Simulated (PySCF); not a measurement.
**Unknown compound**

An unknown has the formula C4H14B2N2. Its calculated NMR data are:

1H NMR (300 MHz, computed): δ 3.38 (br, 2H), 3.10 (m, 1H), 3.10 (br, 2H), 2.25 (m, 2H), 1.51 (m, 1H), 1.47 (m, 1H), 1.43 (br s, 1H), 1.36 (br s, 1H), 1.34 (br s, 1H), 1.31 (m, 2H).

13C{1H} NMR (computed): δ 59.2 (CH), 32.2 (CH2, 2C), 15.6 (CH2).

Theoretical values (PySCF 2.14): geometry: PBE0-D3(BJ)/def2-SVP, shielding tensors at PBE0/pcSseg-1 (GIAO). Averaged over atoms made equivalent by symmetry, fast rotation or ring inversion, single conformer, non-relativistic, in vacuum.

References, each an isolated molecule treated in the same way: TMS for 1H (σ = 31.27 ppm), 13C (σ = 184.41 ppm).

Question: What is the structure?

Answer: 
- 3 carbon signals for 4 carbons: some carbons are equivalent by symmetry or fast rotation.
- Carbon types of the structure: 1 × CH, 3 × CH2, leaving 7 H on heteroatoms.
- δC 59.2: sp3 CH bonded to N; deshielded by the electronegative neighbour.
- δC 32.2, 15.6: sp3 CH2 in a ring; aliphatic region, no heteroatom directly attached.
- δH 3.38, 3.10: hydrogen on a boron bonded to 2 N, in a 4-membered ring.
- δH 3.10: hydrogen on an sp3 CH bonded to N; its carbon carries N, which withdraws density.
- δH 2.25, 1.51, 1.47, 1.31: hydrogen on an sp3 CH2 in a ring.
- δH 1.43, 1.36, 1.34: hydrogen on a donor nitrogen of a Lewis adduct; exchangeable; this is the value without hydrogen bonding to other molecules.

Structure: `InChI=1S/C4H14B2N2/c1-2-4(3-1)8-5-7-6-8/h4,8H,1-3,5-7H2`.

The data come from this structure; uniqueness wasn't tested.

OH and NH positions are those of a molecule without intermolecular hydrogen bonds; in solution they move with solvent, concentration and temperature, and exchange usually removes their couplings. Hydrogens on boron are broadened and split by 11B (spin 3/2, 80 %) and 10B (spin 3). Shifts are as computed. Against solution values, carbons near 30 ppm lie about +2 ppm off and those near 130 ppm about +5 ppm. Of 1211 compounds with measured shifts, 218 miss one by over three times the rms of a fit or turn the order of signals round; such compounds aren't used in these exercises. No couplings were computed; multiplicities are counted from neighbouring protons, with m where these are inequivalent, close in shift, in a saturated or five-membered ring or joined by F or P, and br s for small geminal =CH2 splittings.
